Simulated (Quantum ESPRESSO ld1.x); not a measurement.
Results of a calculation; reference values are marked as such.
The table gives one normalised radial function P(r) = r R(r) of Tl19+ in [Kr] 4d10 4f14 5s2 (r in bohr). Level of theory: scalar-relativistic Kohn-Sham, LDA (Slater exchange, VWN5 correlation), spin-polarised, spherical densities, point nucleus (ld1.x of Quantum ESPRESSO 7.5).

r,P
0.0006196,0.0000
0.0008068,0.0000
0.001051,0.0000
0.001368,0.0001
0.001781,0.0001
0.002301,0.0003
0.002996,0.0006
0.003901,0.0011
0.00508,0.0023
0.006615,0.0047
0.008613,0.0093
0.01122,0.0185
0.0146,0.0359
0.01902,0.0684
0.02456,0.1239
0.03199,0.2196
0.04165,0.3680
0.05423,0.5727
0.07062,0.8060
0.09196,0.9841
0.1197,0.9617
0.1559,0.5891
0.203,-0.1540
0.2623,-1.0081
0.3415,-1.6135
0.4447,-1.6406
0.579,-1.1773
0.7539,-0.5927
0.9817,-0.1964
1.278,-0.0383
1.665,-0.0038
2.167,-0.0002

Which n and l does it have? It may be an empty orbital.

Answer. n = 4, l = 2: the number of nodes gives n - l - 1 = 1, the rise at small r (about r^(l+1), flatter next to the nucleus through relativity) gives l, and the extent must fit the shell. The curve is that of 4d. 4d: eigenvalue -798.00 eV, 1 radial node at r = 0.194 bohr, <r> = 0.434 bohr, 90 % of the charge inside 0.645 bohr.
